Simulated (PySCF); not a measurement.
SMILES F[SiH](/C=[CH]/[Al]([CH3])[CH3])F (C4H9AlF2Si) (GFN2-xTB optimised geometry):

```
17

Si    -0.894    -2.984     0.122
F      0.333    -3.965     0.443
F     -1.835    -3.200     1.402
C     -0.268    -1.221     0.047
C     -1.029    -0.114     0.010
Al    -0.121     1.664     0.000
C      1.870     1.664     0.000
C     -1.234     3.313     0.000
H     -1.612    -3.534    -1.005
H      0.813    -1.086     0.037
H     -2.111    -0.260     0.015
H      2.257     2.689    -0.011
H      2.301     1.177     0.882
H      2.304     1.158    -0.869
H     -1.077     3.927    -0.894
H     -2.304     3.083     0.040
H     -1.020     3.965     0.854
```

Method: B3LYP/def2-SVP in PySCF.

**Question.** What are the frontier orbital energies and the dipole moment?

**Answer.** HOMO-2 -8.12 eV, HOMO-1 -7.74 eV, HOMO -7.44 eV, LUMO -1.90 eV, LUMO+1 0.09 eV; dipole moment 3.03 D.

On the same geometry PySCF with PBE/def2-SVP gives HOMO-2 -7.26 eV, HOMO-1 -6.67 eV, HOMO -6.33 eV, LUMO -2.56 eV, LUMO+1 -0.62 eV; dipole moment 2.88 D.

Meta-Löwdin charges at B3LYP/def2-SVP: Si1 1.26, F2 -0.47, F3 -0.47, C4 -0.34, C5 -0.32, Al6 0.81, C7 -0.59, C8 -0.59, H9 -0.14, H10 0.10, H11 0.09, H12 0.11, H13 0.11, H14 0.11, H15 0.11, H16 0.10, H17 0.11.
